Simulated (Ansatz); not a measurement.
Basis sets compared for Mg10O13H6. Total charge 0; singlet. Geometry PBE-D4/def2-SVP. Ansatz on 2 threads of AMD EPYC 7R13 on a shared host and a share (18 GiB) of an NVIDIA H100 80GB HBM3; times are rough, and most runs start from earlier orbitals.

Cartesian coordinates in Å:
```
Mg 1.3798 2.6254 -1.0758
Mg 2.6044 -1.6248 0.4814
Mg 0.7645 -0.9605 -1.7319
Mg -2.2302 0.1077 0.6337
Mg 0.6239 0.3922 1.5004
Mg -0.7317 -2.1060 0.3957
Mg -0.8755 1.3266 -1.6812
Mg 2.9472 0.5861 -1.9571
Mg -0.6780 3.0089 0.7886
Mg 2.9679 1.6712 0.9894
O -2.0219 1.8822 1.6663
O -2.7142 -1.8339 0.5594
O -0.8175 -0.8042 2.1832
O -0.4862 3.1665 -1.0923
O -2.7411 0.9239 -1.1493
O 1.1159 2.3434 1.1403
O -0.3447 -0.1285 -0.2228
O -0.4547 -2.5008 -1.6180
O 2.5543 -0.0957 1.6118
O 1.1175 -2.9016 0.8244
O 1.0192 0.9615 -2.3744
O 3.2840 2.1308 -0.8585
O 2.7062 -1.2313 -1.3960
H -2.0654 1.7962 2.6342
H -3.2722 -2.1190 -0.1842
H -1.0225 -1.1732 3.0575
H -3.4411 1.5836 -1.2800
H -0.3904 -3.3455 -2.0887
H 1.2028 -3.6811 0.2439
```

Single mean-field runs in def2-TZVP are fitted with def2-universal-jkfit.

Binding counts from free atoms (Mg singlet, O triplet, H doublet) in the same basis, without a counterpoise term.

```
           level  functions  energy (Eh)  HOMO (eV)  LUMO (eV)  binding per atom (eV)  wall time
 PBE-D4/def2-SVP        392   -2980.1141      -5.07      -2.06                   4.24      3.9 s
PBE0-D4/def2-SVP        392   -2980.2799      -6.50      -1.31                   4.09      3.8 s
```

(1) Estimate the rows for PBE-D4/def2-TZVP, PBE0-D4/def2-TZVP (with forces).

Answers

(1) 
| level | functions | energy (Eh) | HOMO (eV) | LUMO (eV) | binding per atom (eV) | wall time |
| --- | --- | --- | --- | --- | --- | --- |
| PBE-D4/def2-TZVP | 759 | -2981.9652 | -5.09 | -2.09 | 4.14 | 5.5 s |
| PBE0-D4/def2-TZVP (with forces) | 759 | -2982.1200 | -6.50 | -1.35 | 4.00 | 6.5 s |
